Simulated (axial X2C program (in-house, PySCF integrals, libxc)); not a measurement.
**Density and ELF of GeBr⁺**

All values were computed with an in-house relativistic program for diatomic molecules. Two-component (2c) means X2C with spin–orbit coupling and atomic mean-field two-electron Coulomb and Gaunt terms. Basis: Br dyall-cv3z [8s9p6d4f1g], Ge dyall-cv3z [9s9p7d4f1g] (cores contracted in-house); Gaussian nuclei, density fitting, unrestricted open shells. Masses: Br 78.918 u, Ge 73.921 u.

PBE0, two-component, state Ω = 0 (closed shell); Br at z = 0, Ge at z = 2.206 Å.

The maps cover the half plane through the axis: z from -2.4 to 4.2 Å along the bond, ρ from 0.15 to 2.25 Å away from it.

log10 of the density in e/bohr³:

```
 ρ\z  -2.4  -1.8  -1.2  -0.6   0.0   0.6   1.2   1.8   2.4   3.0   3.6   4.2
0.15  -3.7  -2.6  -1.5  -0.5   1.4  -0.5  -1.0   0.3   1.0  -0.9  -1.8  -2.8
0.45  -3.7  -2.7  -1.6  -0.7   0.1  -0.7  -1.1  -0.4   0.0  -1.1  -1.9  -2.8
0.75  -3.9  -2.8  -1.8  -1.0  -0.7  -1.0  -1.3  -1.1  -0.9  -1.4  -2.1  -3.0
1.05  -4.0  -3.1  -2.1  -1.4  -1.1  -1.3  -1.6  -1.6  -1.5  -1.8  -2.4  -3.2
1.35  -4.2  -3.3  -2.5  -1.9  -1.6  -1.7  -2.0  -2.0  -1.9  -2.2  -2.7  -3.5
1.65  -4.5  -3.7  -2.9  -2.4  -2.1  -2.2  -2.4  -2.5  -2.4  -2.6  -3.1  -3.8
1.95  -4.8  -4.0  -3.3  -2.9  -2.6  -2.7  -2.9  -2.9  -2.9  -3.1  -3.5  -4.2
2.25  -5.1  -4.4  -3.8  -3.4  -3.2  -3.2  -3.3  -3.4  -3.4  -3.6  -4.0  -4.6
```

Electron localisation function (collinear form, no current term, damped to 0 at low density):

```
 ρ\z  -2.4  -1.8  -1.2  -0.6   0.0   0.6   1.2   1.8   2.4   3.0   3.6   4.2
0.15  0.01  0.28  0.77  0.22  0.25  0.18  0.54  0.66  0.65  0.30  0.95  0.90
0.45  0.01  0.24  0.75  0.51  0.39  0.45  0.56  0.28  0.54  0.45  0.95  0.87
0.75  0.00  0.17  0.69  0.82  0.50  0.76  0.55  0.17  0.19  0.71  0.95  0.75
1.05  0.00  0.10  0.55  0.82  0.83  0.78  0.47  0.29  0.45  0.86  0.93  0.46
1.35  0.00  0.04  0.36  0.69  0.76  0.68  0.34  0.26  0.60  0.86  0.81  0.12
1.65  0.00  0.01  0.18  0.47  0.58  0.50  0.20  0.14  0.43  0.67  0.43  0.01
1.95  0.00  0.00  0.05  0.22  0.33  0.29  0.10  0.06  0.15  0.24  0.06  0.00
2.25  0.00  0.00  0.01  0.06  0.11  0.10  0.04  0.02  0.03  0.03  0.00  0.00
```

One determinant describes the state; a PBE0 search over occupations chose it and may have missed a lower one.
